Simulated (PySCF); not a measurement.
O⁺ (oxygen, charge +1) across methods

[He] 2s1 2p4, high-spin 4P determinant (an excited configuration). Computed with PySCF 2.14 in dyall-av3z, with no relativity, point nucleus.

| method | E (hartree) | mean ε 2s α (eV) | mean ε 2p α (eV) | mean ε 2p β (eV) | Σ⟨r²⟩ (bohr²) | ⟨S²⟩ |
| --- | --- | --- | --- | --- | --- | --- |
| r2SCAN | -74.0437 | -43.904 | -27.500 | -21.848 | 7.638 | 3.754 |
| r2SCAN0 | -74.0356 | -47.177 | -29.870 | -23.458 | 7.616 | 3.755 |
| PBE0 | -73.9866 | -45.766 | -29.199 | -23.295 | 7.666 | 3.753 |
| M06-L | -74.0578 | -44.037 | -27.184 | -21.837 | 7.528 | 3.754 |
| LDA | -73.4915 | -41.533 | -26.657 | -21.367 | 7.770 | 3.754 |
| MN15 | -74.0546 | -44.980 | -29.753 | -24.919 | 7.643 | 3.752 |
| wB97M-V | -74.0336 | -47.943 | -31.505 | -25.993 | 7.728 | 3.753 |
| UHF | -73.82942 | -56.916 | -36.558 | -26.846 | 7.620 | 3.759 |

Problem. Estimate the same row for PBE.

Solution. E (hartree) = -73.9820; mean ε 2s α (eV) = -41.884; mean ε 2p α (eV) = -26.580; mean ε 2p β (eV) = -21.606; Σ⟨r²⟩ (bohr²) = 7.725; ⟨S²⟩ = 3.753.
